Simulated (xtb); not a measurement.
F₃Ga, triplet, geometry from GFN2-xTB (such geometries of metal compounds can be far from the true shape) (a higher spin typed on purpose: for a closed-shell molecule this is an excited state). Base run: xtb with GFN2-xTB.

xtb was given this input:
```
$ xtb mol.xyz --gfn 2 --uhf 2 --json

# file mol.xyz
4

Ga    -0.22935533    -0.05016553     0.16489429
F     -1.72400498    -1.24032791    -0.08600818
F      0.69331432     1.52712243    -0.77539039
F      1.82069235    -0.11400212     0.29342934
```

Each row names what was changed in the base input (with any setting that the change needs).

```
change               ΔE vs base (kcal/mol)  dipole (D)  G_solv (kcal/mol)  SCF cycles
-------------------  ---------------------  ----------  -----------------  ----------
base                                 0.000        1.26                  -          35
gbsa = acetonitrile                  -3.29        1.28              -3.31          36
acc = 30                             0.000        1.26                  -          53
alpb = ch2cl2                        -2.64        1.29              -2.67          45
etemp = 5000                        -21.32        1.73                  -          13
```

ALPB and GBSA are two models with their own fitted parameters for each solvent, which aren't always the measured dielectric constant.
